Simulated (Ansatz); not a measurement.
A nudged elastic band was laid between two geometries of BH5O2Si + H2S (12 atoms, charge 0, multiplicity 1).

These are results of Ansatz 0.2.0, RKS PBE0-D4/def2-SVP, not measurements.

```
movable images  : 7
climbing image  : yes
spring          : 5.0 eV/Å²
optimiser       : quadratic models (default)
start path      : through a guess of the saddle point
force threshold : 0.03 eV/Å
iteration limit : 60
end points      : relaxed
```

Image 0:

```xyz
12
Properties=species:S:1:pos:R:3
B -0.693 -0.786 -0.045
Si 1.319 -0.720 0.265
O -1.157 -0.581 -1.310
O -1.613 -1.055 0.924
H 0.952 2.660 -0.407
S -0.322 2.622 0.037
H 1.641 -0.220 1.642
H 2.023 0.144 -0.732
H 1.914 -2.094 0.159
H -2.120 -0.668 -1.343
H -1.234 -1.142 1.803
H -0.712 1.839 -0.993
```

Image 8:

```xyz
12
Properties=species:S:1:pos:R:3
B -1.646 0.051 0.010
Si 2.233 -0.198 0.032
O -0.784 -0.463 -0.908
O -2.411 -0.795 0.750
H 1.446 0.924 0.620
S -1.742 1.864 0.223
H 3.648 -0.101 0.506
H 2.217 -0.123 -1.458
H 1.674 -1.508 0.484
H -0.829 -1.427 -0.928
H -2.992 -0.364 1.384
H -0.813 2.140 -0.715
```

(1) Which bonds break or form, and what moves?

(2) What energy profile does the band end with?

(3) What is the geometry of the highest image?

## Answers

(1) Bonds broken: B1–Si2, H5–S6. Bonds formed: B1–S6, Si2–H5. BH5O2Si + H2S becomes BH3O2S + H4Si.

(2) It converged. The highest image is number 3 of 0 to 8, 1.44 eV above the first end and 2.22 eV above the last; the last end lies 0.79 eV below the first. Neighbouring images differ by up to 1.7 eV, so the band resolves the path poorly. A vibrational analysis at the climbing image gives one clearly imaginary mode, 899i cm⁻¹: a first-order saddle point. The orbitals stay closed-shell, which can raise the energy where a bond breaks towards radicals; this wasn't checked here.

```tsv
image	path coordinate (Å)	energy (eV)	B1–Si2 (Å)	H5–S6 (Å)	B1–S6 (Å)
0	0.00	0.00	2.04	1.35	3.43
1	1.01	0.05	2.04	1.35	3.33
2	2.02	0.29	2.05	1.36	3.06
3	3.03	1.44	2.22	1.68	2.26
4	4.15	-0.25	3.01	2.37	1.86
5	5.27	-0.72	3.55	2.95	1.83
6	6.40	-0.75	3.68	3.28	1.83
7	7.52	-0.78	3.71	3.36	1.83
8	8.64	-0.79	3.89	3.35	1.83
```

(3) 
```xyz
12
Properties=species:S:1:pos:R:3
B -0.663 -0.146 -0.046
Si 1.513 -0.528 0.165
O -0.941 -0.505 -1.343
O -1.324 -0.753 1.004
H 0.282 0.882 0.113
S -0.878 2.096 0.173
H 2.010 -0.243 1.546
H 2.431 0.092 -0.836
H 1.433 -2.002 -0.053
H -1.850 -0.820 -1.413
H -1.236 -0.317 1.855
H -0.776 2.245 -1.164
```

Run time: 5.2 min on 2 threads of Arm Neoverse V2 (shared host), peak memory 0.26 GiB.
